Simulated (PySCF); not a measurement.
Mass spectrum arithmetic for `CS[Si@@H](N)[AsH][SiH2]CC#N`

Species: `CS[Si@@H](N)[AsH][SiH2]CC#N`.

Calculated for natural abundance.

Question: Molar mass and exact mass?

Answer: For C3H11AsN2SSi2, with standard atomic weights, 3 × 12.011 + 1 × 32.060 + 2 × 28.085 + 2 × 14.007 + 1 × 74.922 + 11 × 1.008 = 238.287 g/mol. From the most abundant isotopes (12C, 32S, 28Si, 14N, 75As, 1H), 3 × 12.000000 + 1 × 31.972071 + 2 × 27.976927 + 2 × 14.003074 + 1 × 74.921597 + 11 × 1.007825 = 237.9397 u.

Question: Give the isotope pattern of the molecular ion M+•, merging species of the same nominal mass.

Answer: 
| nominal mass | m/z (centroid) | relative intensity |
| --- | --- | --- |
| 238 | 237.9392 | 100.0 |
| 239 | 238.9395 | 15.1 |
| 240 | 239.9359 | 12.1 |
| 241 | 240.9361 | 1.3 |
| 242 | 241.9328 | 0.5 |

Lines under 0.1 % of the tallest are left out. One electron mass, 0.00055 u, is taken off. Abundances used (%; other tables differ somewhat): 12C 98.93, 13C 1.07; 32S 94.93, 33S 0.76, 34S 4.29, 36S 0.02; 28Si 92.2297, 29Si 4.6832, 30Si 3.0872; 14N 99.632, 15N 0.368; 1H 99.9885, 2H 0.0115.

Question: What share of all molecules is the monoisotopic species?

Answer: 0.9893^3 × 0.9493 × 0.922297^2 × 0.99632^2 × 1 × 0.999885^11 = 77.51 %.

Question: Give the mass fraction of each element.

Answer: C 15.12 %, S 13.45 %, Si 23.57 %, N 11.76 %, As 31.44 %, H 4.65 %.

Question: What resolving power m/Δm just matches the spacing of the species with one 34S and with one 30Si?

Answer: They lie 0.00105 u apart at mass 239.94, so m/Δm is about 230000.

Question: Which m/z would the protonated, sodiated and deprotonated molecule have?

Answer: [M+H]+ 238.9470, [M+Na]+ 260.9290, [M−H]− 236.9325, for the monoisotopic species (arithmetic only; whether such ions form is another matter).

Question: Protons, neutrons, electrons, and exact less nominal mass of the monoisotopic species?

Answer: 120 protons, 118 neutrons and 120 electrons; 237.9397 − 238 = -0.0603 u.
